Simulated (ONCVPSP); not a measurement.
**bismuth (Bi): excitation energies, all-electron against ONCV**

| Quantity | Value |
| --- | --- |
| Element | bismuth (Bi) |
| Generator | ONCVPSP 4.0.1 |
| Type | optimised norm-conserving Vanderbilt (ONCV) |
| Functional | LDA (Perdew-Wang 92) |
| Relativity | fully relativistic |
| Frozen core | [Kr] 4d10 4f14 |
| Valence charge | 23 |
| Reference configuration | 5s2 5p6 5d10 6s2 6p2 (charge +1) |
| Partial waves | 5s+6s: rc 1.40 bohr, ncon 5, nbas 8, qcut 6.8 1/bohr, 2 projectors; 5p+6p: rc 1.85 bohr, ncon 4, nbas 7, qcut 9.5 1/bohr, 2 projectors; 5d: rc 1.95 bohr, ncon 4, nbas 9, qcut 7.4 1/bohr, 1 projector; f scattering state at 0.46 Ha: rc 2.00 bohr, ncon 4, nbas 7, qcut 6.2 1/bohr, 2 projectors, debl 2.9 Ha |
| Local potential | polynomial inside 1.20 bohr (lpopt 5, dvloc0 2 Ha) |
| Core correction | polynomial model core, fcfact 0.75 |

Open shells are filled in proportion to 2j + 1.

Energies are relative to the spin-unpolarised reference configuration 5s2 5p6 5d10 6s2 6p2; without spin polarisation the order of configurations can differ from experiment.

| valence configuration | charge | ΔE all-electron (eV) | error AE − PS (meV) |
| --- | --- | --- | --- |
| 5s2 5p6 5d10 6s2 6p3 | 0 | -8.299 | -0.2 |
| 5s2 5p6 5d10 6s2 6p1 | +2 | 15.740 | -0.3 |
| 5s2 5p6 5d10 6s1 6p0 | +4 | 85.565 | -18 |

(1) What are ΔE and the potential's error for 5s2 5p6 5d10 6s2 6p0?

Levels in the configuration 5s2 5p6 5d10 6s2 6p0:

```csv
level,all-electron (eV),pseudo (eV)
5s j=1/2,-185.709,-185.788
5p j=3/2,-117.403,-117.450
5p j=1/2,-142.340,-142.402
5d j=5/2,-53.776,-53.781
5d j=3/2,-56.851,-56.856
6s j=1/2,-40.446,-40.453
```

## Answers

(1) ΔE = 39.669 eV all-electron; the error (AE − PS) is -2.5 meV.
